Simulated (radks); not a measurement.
Values are calculated unless marked as measured or tabulated.
Problem. Coherent X-ray form factor from a spherical all-electron density. Code: a radial shooting solver on a logarithmic mesh with Libxc functionals. Model: non-relativistic Kohn-Sham, PBE, spin-polarised, spherical densities, point nucleus.

| sin(theta)/lambda (1/angstrom) | f0 (electrons) |
|---|---|
| 0.05 | 0.943 |
| 0.1 | 0.800 |
| 0.15 | 0.629 |
| 0.2 | 0.471 |
| 0.25 | 0.344 |
| 0.3 | 0.249 |
| 0.4 | 0.132 |
| 0.5 | 0.072 |
| 0.6 | 0.042 |
| 0.8 | 0.016 |
| 1 | 0.007 |
| 1.25 | 0.003 |
| 1.5 | 0.002 |
| 2 | 0.001 |

The species is in the configuration that NIST lists as its ground one. Which atom or ion scatters so?

Solution. Neutral hydrogen, 1s1. Extrapolating in s^2 from the first two rows gives f0(0) = 1.0, near the electron count 1; among species with that count, the fall with angle is slower the higher Z, and the table is that of Z = 1; from so few rows the species is fixed only to a neighbour or two.
